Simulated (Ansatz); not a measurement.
The same path of C₂H₈OSiTe (13 atoms, charge 0, multiplicity 1) was run twice with different band settings. The coordinate that changes most is the dihedral Te3–Si4–O5–H13.

These are results of Ansatz 0.2.0, RKS PBE0-D4/def2-SVP, not measurements.

Relaxed end points:

```xyz
13
Properties=species:S:1:pos:R:3
C -0.012 0.451 1.855
C 1.107 0.301 0.848
Te 1.149 -1.624 -0.188
Si -0.689 -0.954 -1.729
O -0.318 0.408 -2.618
H 0.044 -0.317 2.639
H -1.004 0.368 1.384
H 0.043 1.439 2.344
H 1.071 1.061 0.054
H 2.098 0.372 1.319
H -0.880 -2.095 -2.665
H -1.945 -0.688 -0.958
H -0.644 1.243 -2.271
```

```xyz
13
Properties=species:S:1:pos:R:3
C 0.003 0.366 1.953
C 1.023 0.401 0.837
Te 1.160 -1.461 -0.303
Si -0.822 -0.853 -1.679
O -0.580 0.614 -2.439
H 0.220 -0.431 2.680
H -1.015 0.197 1.569
H -0.002 1.327 2.495
H 0.807 1.182 0.095
H 2.044 0.567 1.210
H -1.028 -1.989 -2.629
H -2.042 -0.646 -0.854
H 0.250 0.691 -2.921
```

Common settings: movable images 5; climbing image yes; optimiser quadratic models (default); start path through a guess of the saddle point; force threshold 0.03 eV/Å; iteration limit 60; end points relaxed.

| run | spring |
| --- | --- |
| 1 | 5.0 eV/Å² |
| 2 | 0.5 eV/Å² |

(1) What does each run give, and how far can it be trusted?

## Answers

(1) Run 1: converged after 16 iterations, highest image 0.000 eV above the first end. The highest image is an end point: on this band no image between the ends rises above it.
Run 2: converged after 18 iterations, highest image 0.000 eV above the first end. The highest image is an end point: on this band no image between the ends rises above it.
